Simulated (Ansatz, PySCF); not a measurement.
Process, species as SMILES: Cl[SiH](Cl)Cl + 3 [H][H] (H2) → 3 Cl (HCl) + [SiH4] (SiH4)
Geometries: B3LYP-D3(BJ)/def2-TZVP minima from Ansatz (a program for electronic structure).

Quantity: energy of full hydrogenation (enthalpy at 298 K, with B3LYP-D3(BJ) rigid-rotor harmonic-oscillator terms from PySCF), in eV. Valence correlation only, unless marked. No spin-orbit coupling. No relativistic terms. CBS marks a two-point X^-3 extrapolation of the correlation energy; Hartree-Fock from the larger set.

CCSD(T)/CBS(cc-pV(T+d)Z,cc-pV(Q+d)Z) (Ansatz) gives 2.54 eV.

Another calculation gave 2.46 eV. Which level was it?
(A) r2SCAN/def2-TZVPD (Ansatz)
(B) PBE0/def2-TZVPD (Ansatz)
(C) BHLYP/def2-TZVPD (Ansatz)
(D) B97M-V/def2-TZVPD (Ansatz)

D, B97M-V/def2-TZVPD (Ansatz). The others give 2.62 (r2SCAN), 2.20 (BHLYP), 2.33 (PBE0) eV.
